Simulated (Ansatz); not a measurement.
Calculation: frozen-core CCSD(T)/cc-pVTZ // B3LYP-D3(BJ)/def2-TZVP in Ansatz (a first-principles code).

Ansatz 0.2 input:
```yaml
crystal:
  periodic: [false, false, false]
  atoms:
    - { symbol: F, position_ang: [-0.004638, 0.828719, 1.397367] }
    - { symbol: Si, position_ang: [-0.001082, 0.079031, 0.010791] }
    - { symbol: F, position_ang: [-0.022774, 1.172764, -1.124072] }
    - { symbol: Cl, position_ang: [-1.657196, -1.064341, -0.133307] }
    - { symbol: Cl, position_ang: [1.68569, -1.016172, -0.150779] }
basis:
  gaussian: { orbitals: cc-pVTZ }
correlation:
  method: ccsd_t
```

Output:

```
Functional definition: HF
996 factors; integrals over basis functions are off by at most 6.6e-4 eV
mean field evaluation 1: about -38288.9436 eV, gradient 3.7e1 eV
mean field evaluation 2: about -38289.1925 eV, gradient 3.8e1 eV
mean field evaluation 4: about -38291.6716 eV, gradient 1.9e0 eV
mean field evaluation 8: about -38291.7039 eV, gradient 1.8e-1 eV
mean field evaluation 16: about -38290.5088 eV, gradient 2.4e1 eV
mean field -38291.70405073 eV, -1407.1941688150 hartree, gradient 4.2e-6 eV, S^2 0.000000; 0 other end points of the search recorded, 0 dependent functions left out
17 core orbitals not correlated
reference -38291.70405073 eV, -1407.1941688150 hartree; 16, 16 occupied and 129, 129 virtual orbitals, 996 factors
second order -26.74448087 eV of doubles, -0.00000000 eV of singles
cycle   1  -26.94498055 eV  change   -2.0e-1 eV  update   9.6e-2
cycle   2  -27.43311959 eV  change   -4.9e-1 eV  update   2.6e-2
cycle   3  -27.54385195 eV  change   -1.1e-1 eV  update   1.3e-2
cycle   4  -27.52906406 eV  change    1.5e-2 eV  update   2.5e-3
cycle   5  -27.52737111 eV  change    1.7e-3 eV  update   9.6e-4
cycle   6  -27.52786630 eV  change   -5.0e-4 eV  update   2.6e-4
cycle   7  -27.52763408 eV  change    2.3e-4 eV  update   7.8e-5
cycle   8  -27.52761535 eV  change    1.9e-5 eV  update   1.7e-5
perturbative correction -0.97020478 eV, -0.0356543679 hartree
Total energy: -38320.20187086 eV, -1408.2414443883 hartree
```

Cost: roughly 20 core-seconds.
